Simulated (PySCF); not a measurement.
## Cr(3+) (chromium, charge +3): UHF calculation

Configuration: [Ar] 3d3, high-spin 4F determinant. Calculation: PySCF 2.14, in aug-cc-pVTZ with one added diffuse shell each of s, p, d, f, g type (9s8p6d4f3g, 118 functions); the non-relativistic Hamiltonian (point nucleus).

* Total energy: -1041.484771 hartree
* One-electron energy: -1405.0502 hartree
* Hartree (Coulomb) energy: 410.2976 hartree
* Exchange energy: -46.7322 hartree
* Kinetic energy: 1041.57862 hartree
* ⟨S²⟩: 3.7525
* ⟨L²⟩: 12.029
* Sum of ⟨r⟩: 12.97 bohr
* Sum of ⟨r²⟩: 13.11 bohr²
* Density at the nucleus (Gaussians lack the cusp): 9260 bohr⁻³
* Spin density at the nucleus: -0.104 bohr⁻³
* Langevin diamagnetic susceptibility: -10.4 ×10⁻⁶ cm³/mol

```json
{"shell": "1s α", "electrons": "1", "mean orbital energy (eV)": "-6038.7", "rms radius, mean of both spins (bohr)": "0.0743"}
{"shell": "1s β", "electrons": "1", "mean orbital energy (eV)": "-6038.7", "rms radius, mean of both spins (bohr)": "0.0743"}
{"shell": "2s α", "electrons": "1", "mean orbital energy (eV)": "-757.16", "rms radius, mean of both spins (bohr)": "0.319"}
{"shell": "2s β", "electrons": "1", "mean orbital energy (eV)": "-754.87", "rms radius, mean of both spins (bohr)": "0.319"}
{"shell": "2p α", "electrons": "3", "mean orbital energy (eV)": "-646.32", "rms radius, mean of both spins (bohr)": "0.288"}
{"shell": "2p β", "electrons": "3", "mean orbital energy (eV)": "-644.02", "rms radius, mean of both spins (bohr)": "0.288"}
{"shell": "3s α", "electrons": "1", "mean orbital energy (eV)": "-133.56", "rms radius, mean of both spins (bohr)": "0.960"}
{"shell": "3s β", "electrons": "1", "mean orbital energy (eV)": "-126.69", "rms radius, mean of both spins (bohr)": "0.960"}
{"shell": "3p α", "electrons": "3", "mean orbital energy (eV)": "-99.977", "rms radius, mean of both spins (bohr)": "1.02"}
{"shell": "3p β", "electrons": "3", "mean orbital energy (eV)": "-91.613", "rms radius, mean of both spins (bohr)": "1.02"}
{"shell": "3d α", "electrons": "3", "mean orbital energy (eV)": "-50.556", "rms radius, mean of both spins (bohr)": "1.20"}
```

Spin-orbit constants ζ (cm⁻¹) from the X2C one-electron operator on these orbitals (non-relativistic here): bare nucleus, nucleus screened by l(l+1)(2l+1)/3 electrons, and screened by the Breit-Pauli mean field of the electrons.

```
shell   bare  screened nucleus  mean field
   2p  47740             43770         n/a
   3p   5717              5241         n/a
   3d  555.4             324.0         n/a
```

To first order the Landé constant is A = 108.0 cm⁻¹, so the lowest level has J = 3/2 and lies 0.0803 eV below the centre of the term. This holds in LS coupling only.
